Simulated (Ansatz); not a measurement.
Cost and result for the atomization energy of `FC[BH][GeH2][AlH2]` (12 atoms, 11 bonds).

Cartesian coordinates in Å:
```
F -1.768 -1.328 2.401
C -0.737 -1.273 1.472
B -1.067 -0.524 0.155
Ge 0.407 -0.157 -1.216
Al 1.214 2.162 -0.845
H 0.145 -0.846 1.970
H -0.450 -2.307 1.220
H -2.172 -0.112 -0.042
H -0.118 -0.301 -2.657
H 1.606 -1.117 -1.047
H 0.776 3.347 -1.804
H 2.165 2.457 0.393
```

Total charge 0; spin multiplicity 1. Correlated methods include outer-core shells of Ge, which these sets cover unevenly. Scalar relativity is left out up to krypton. All single points use the PBE0-D4/def2-TZVP geometry. It is one conformer, not always the lowest. Program: Ansatz. All runs use 4 threads of an Arm Neoverse V1 on a shared host. Times are those of one run each, without the atoms' runs, and a repeat can differ threefold. Electronic energies, without spin–orbit coupling; frozen cores. CCSD(T)/CBS adds CCSD(T) − MP2 in def2-TZVPP to the MP2 limit, and its time is that of the two runs behind it. T1 = 0.013. With those shells the extrapolation isn't a true limit. B3LYP takes the VWN-RPA correlation (the form of Gaussian; ORCA's B3LYP/G).

CCSD(T)/CBS is a level of theory with its own doubt, some kJ/mol a heavy atom from the limit and from the frozen cores, so smaller differences don't rank the functionals.

| level | functions | wall time |
| --- | --- | --- |
| PBE-D4/def2-TZVPP (with forces) | 281 | 3.6 s |
| PBE0-D4/def2-TZVPP | 281 | 4.7 s |
| r2SCAN-D4/def2-TZVPP (with forces) | 281 | 7.5 s |
| B3LYP-D4/def2-TZVPP (with forces) | 281 | 7.5 s |
| B2PLYP/def2-TZVPP | 281 | 8.5 s |
| ωB97X-V/def2-TZVPP | 281 | 13 s |
| ωB97M-V/def2-TZVPP (with forces) | 281 | 19 s |
| MP2/def2-QZVPP | 540 | 48 s |
| CCSD(T)/def2-TZVPP | 281 | 7 min |
| CCSD(T)/CBS(def2) | – | 7.8 min |

Problem. What atomization energy does each give, and how far from CCSD(T)/CBS? (An estimate is asked.)

Solution. Computed: 
```
                             level  atomization (kJ/mol)  difference from CCSD(T)/CBS  per bond
   PBE-D4/def2-TZVPP (with forces)                3729.2                         29.3       2.7
                PBE0-D4/def2-TZVPP                3688.7                        -11.2      -1.0
r2SCAN-D4/def2-TZVPP (with forces)                3724.7                         24.8       2.3
 B3LYP-D4/def2-TZVPP (with forces)                3692.7                         -7.2      -0.7
                 B2PLYP/def2-TZVPP                3650.4                        -49.5      -4.5
                ωB97X-V/def2-TZVPP                3721.3                         21.4       1.9
  ωB97M-V/def2-TZVPP (with forces)                3695.5                         -4.4      -0.4
                    MP2/def2-QZVPP                3685.6                        -14.3      -1.3
                CCSD(T)/def2-TZVPP                3619.5                        -80.4      -7.3
                 CCSD(T)/CBS(def2)                3699.9                          0.0       0.0
```

From PBE to PBE0 (25 % exact exchange), in def2-TZVPP and without D4, the atomization energy moves by −37.3 kJ/mol: exact exchange takes away binding that semilocal exchange gives to molecules. The D4 term adds +36.3 kJ/mol with B3LYP and +19.3 kJ/mol with PBE0; it sums over pairs of atoms, weighted by their polarisabilities, and B3LYP, whose exchange is more repulsive, gets the larger term. In def2-TZVPP, CCSD(T) changes the Hartree–Fock value by +854.5 kJ/mol (the triples alone add +44.2 kJ/mol) and MP2 by +873.9 kJ/mol; breaking electron pairs costs correlation energy, which Hartree–Fock lacks.
